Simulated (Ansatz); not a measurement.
Molecule: COW (charge 0, quintet). The spin state was set by rule; other spins were not relaxed. 
Structure (B3LYP-D3(BJ)/def2-TZVP (Ansatz, an electronic-structure program) minimum search):
```xyz
3

W      0.0000     0.0000    -0.4123
O      0.0000     0.0000     2.6797
C      0.0000     0.0000     1.5119
```
Charge 0, spin multiplicity 5.

Wanted: atomisation energy (electronic, to ground-state atoms), in kcal/mol. Cores are frozen in the correlated levels unless marked. Open shells are spin-unrestricted. Spin-orbit coupling is left out. Frozen are the shells of the preceding noble gas and the d and f shells that filled before the atom's block. In def2 rows, elements after Kr have scalar-relativistic effective core potentials. The coupled-cluster limit lacks core correlation, which all-electron functionals hold. Basis-set limits of correlation are two-point, X^-3; Hartree-Fock from the larger set. The bracket is a focal-point correction in the basis named.

The UHF reference is spin-contaminated (<S^2> 0.60 over the pure value in the largest basis). The T1 diagnostic of CCSD in the largest basis is 0.059, which is high, so the coupled-cluster rows are less sure than usual.

| level | program | atomisation energy (kcal/mol) |
|---|---|---|
| BLYP-D3(BJ)/def2-TZVPD | Ansatz + dftd3 | ___ |
| revPBE-D3(BJ)/def2-TZVPD | Ansatz + dftd3 | 304.5 |
| revPBE-D4/def2-TZVPD | Ansatz + dftd4 | 305.5 |
| PBE0/def2-SVP | Ansatz | 295.3 |
| PBE0-D4/def2-TZVPD | Ansatz + dftd4 | 295.6 |
| r2SCAN0/def2-TZVPD | Ansatz | 279.6 |
| B2PLYP-D4/def2-TZVPD | Ansatz + dftd4 | ___ |
| CCSD/def2-SVPD | Ansatz | 257.1 |
| RI-MP2/CBS(def2-TZVPPD,def2-QZVPPD)+[CCSD(T)-MP2]/def2-TZVPPD | Ansatz | ___ |

### Question
Some entries are withheld; supply them.

### Answer

- BLYP-D3(BJ)/def2-TZVPD, atomisation energy (kcal/mol): 300.0
- B2PLYP-D4/def2-TZVPD, atomisation energy (kcal/mol): 285.0
- RI-MP2/CBS(def2-TZVPPD,def2-QZVPPD)+[CCSD(T)-MP2]/def2-TZVPPD, atomisation energy (kcal/mol): 281.7
